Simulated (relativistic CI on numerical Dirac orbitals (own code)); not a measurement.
**As¹³⁺: sensitivity of the levels to the model**

Base calculation: Dirac-Coulomb-Breit CI, KLI orbitals optimised for each configuration, model QED, unscaled Slater integrals.

CI space (outside the closed core [Ne]): 3s2.3p6.3d2, 3s2.3p5.3d3, 3s.3p6.3d3, 3s2.3p6.3d.4s, 3s2.3p6.3d.4p, 3s2.3p6.3d.4d, 3s2.3p6.4s2, 3s2.3p6.3d.4f, 3s2.3p5.3d2.4s, 3s2.3p6.4s.4p, 3s2.3p6.3d.5s, 3s2.3p6.4p2, 3s2.3p5.3d2.4p, 3s2.3p6.4s.4d, 3s2.3p6.3d.5p, 3s2.3p6.4p.4d, 3s2.3p6.3d.5d, 3s2.3p5.3d2.4d, 3s2.3p6.3d.5f, 3s.3p6.3d2.4s, 3s2.3p6.3d.5g, 3s2.3p6.4d2, 3s2.3p6.3d.6s, 3s2.3p6.3d.6p, 3s.3p6.3d2.4p, 3s2.3p6.3d.6d, 3p6.3d4, 3p5.3d5. Double excitations out of closed p, d and f shells are left out; levels of such configurations are missing from the list, as are those of other unlisted configurations, and high levels can miss mixing partners. These lack a partner that the ground configuration has and come out too high: 3s2.3p5.3d2.4s, 3s2.3p5.3d2.4p, 3s2.3p5.3d2.4d.

Variants: (1) P86 correlation estimate; (2) Breit term removed; (3) one mean potential for all configurations. Shifts of the energy above 3s2.3p6.3d2 3F_2, in cm⁻¹, for the lowest level and the first level of each name with at least 55 % of one term (blank where a level changes its place among those of its configuration and J or its character, or is not in the variant):

| Level | Base | Δ(1) | Δ(2) | Δ(3) |
| --- | --- | --- | --- | --- |
| 3s2.3p6.3d2 3F_2 | 0 | 0 | 0 | 0 |
| 3s2.3p6.3d2 3F_3 | 5954 | 0 | +485 | +7 |
| 3s2.3p6.3d2 3F_4 | 12510 | 0 | +1071 | +13 |
| 3s2.3p6.3d2 1D_2 | 36694 | +3 | +364 | -11 |
| 3s2.3p6.3d2 3P_0 | 39644 | +5 | +31 | -7 |
| 3s2.3p6.3d2 3P_1 | 42162 | +5 | +198 | -4 |
| 3s2.3p6.3d2 3P_2 | 48268 | +5 | +897 | +1 |
| 3s2.3p6.3d2 1G_4 | 58214 | 0 | +826 | -7 |
| 3s2.3p6.3d2 1S_0 | 134056 | +4 | +243 | -12 |
| 3s2.3p5.3d3 5S°_2 | 635580 | +1106 |  | -148 |
| 3s2.3p5.3d3 5D°_2 | 636103 | +1106 |  | -145 |
| 3s2.3p5.3d3 5D°_3 | 636612 | +1106 | +1704 | -143 |
| 3s2.3p5.3d3 5D°_1 | 636867 | +1106 | +1437 | -145 |
| 3s2.3p5.3d3 5D°_0 | 638084 | +1106 | +1435 | -147 |
| 3s2.3p5.3d3 5D°_4 | 639491 | +1106 | +2042 | -142 |
| 3s2.3p5.3d3 5F°_5 | 650733 | +1105 | +2494 | -137 |
| 3s2.3p5.3d3 5F°_1 | 654648 | +1106 | +1559 | -141 |
| 3s2.3p5.3d3 5F°_2 | 656065 | +1106 | +1730 | -141 |
| 3s2.3p5.3d3 5G°_6 | 666828 | +1105 | +2767 | -123 |
| 3s2.3p5.3d3 5G°_5 | 675929 | +1105 | +2602 | -128 |
| 3s2.3p5.3d3 3F°_2 | 681069 | +1106 | +1767 | -142 |
| 3s2.3p5.3d3 5G°_4 | 681075 | +1105 | +2198 | -129 |

At this charge energies of transitions that change n are usually good to better than 1 %, and those within a shell (Δn = 0) to a few per cent. Terms inside the open d or f shell come out 10 to 20 % too wide with unscaled integrals.

Ionisation energy from the two ground configurations alone: base 418.166 eV; P86 correlation estimate 419.802 eV. The NIST ASD value (theoretical) is 418 eV.

LS names give the leading component of a level, which can be under half, so a name can repeat, a term be missing and a line seem to break the LS rules.
